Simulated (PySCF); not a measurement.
# Computed properties of CdH₃NO, SMILES [Cd]([OH])[NH2]

CdH₃NO, SMILES [OH][Cd][NH2]. Geometry: PBE0-D3(BJ)/def2-TZVP. The def2 effective core potentials stand for the cores of Cd; spin–orbit coupling is left out. The values are those of a single conformer. All values are computed for the isolated molecule unless a solvent is named; none is compared with measurement here.

**Structure.** The optimised structure has Cs symmetry. All 12 harmonic modes at PBE0-D3(BJ)/def2-TZVP (PySCF) are real, so it is a minimum. With heavy atoms numbered as in [Cd:1]([OH:2])[NH2:4], the shortest bond between them is Cd1–O2 at 1.964 Å and the longest Cd1–N4 at 2.002 Å.

**Vibrations.** The strongest infrared lines (harmonic, unscaled, degenerate partners summed) lie at 608 cm⁻¹ (145 km/mol, H 48 %, O 34 %, N 12 %), 131 cm⁻¹ (84 km/mol, O 40 %, N 24 %, H 20 %, Cd 15 %), 165 cm⁻¹ (57 km/mol, H 86 %). The softest mode is at 131 cm⁻¹ and the zero-point energy is 23.5 kcal/mol.

**Electronic structure.** r2SCAN/def2-TZVPD (PySCF) places the frontier levels at -6.12 and -1.60 eV, a gap of 4.52 eV, and gives a dipole moment of 1.17 D and a mean polarisability of 46.9 bohr³.

**Excitations.** TDA-B3LYP/def2-SVPD (PySCF) has S1 at 4.70 eV (264 nm, f = 0.048, weak); the most intense of the 10 singlets computed lies at 6.19 eV (f = 0.11). T1 (TDA) is at 4.03 eV, 0.67 eV under S1. No vertical singlet excitation falls in the visible range (under 3.1 eV).
